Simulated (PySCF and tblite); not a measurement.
Values are calculated unless marked as measured or tabulated.
System: C3H8SSi, numbered as in [CH2:1]1[CH2:2][S:3][CH2:4][SiH2:5]1.

Level: PBE0/pcSseg-1 + D3(BJ) on PBE0-D3(BJ)/def2-SVP stationary points, with GFN2-xTB thermal terms. Rate constants are transition-state-theory values, counting equivalent paths, without tunnelling. Programs: tblite and PySCF.

**Question.** What barrier does the inversion of the 5-membered ring (1–2–3–4–5) meet, and how fast is it at 298 K?

**Answer.** The electronic barrier is 2.4 kcal/mol and ΔG‡(298 K) 2.5 kcal/mol, over a C1 saddle (twist) with an imaginary mode of 100i cm⁻¹ (GFN2-xTB). With 2 equivalent paths, k is 1.7×10¹¹ s⁻¹, a mean lifetime of the start of 5.8 ps against this motion.
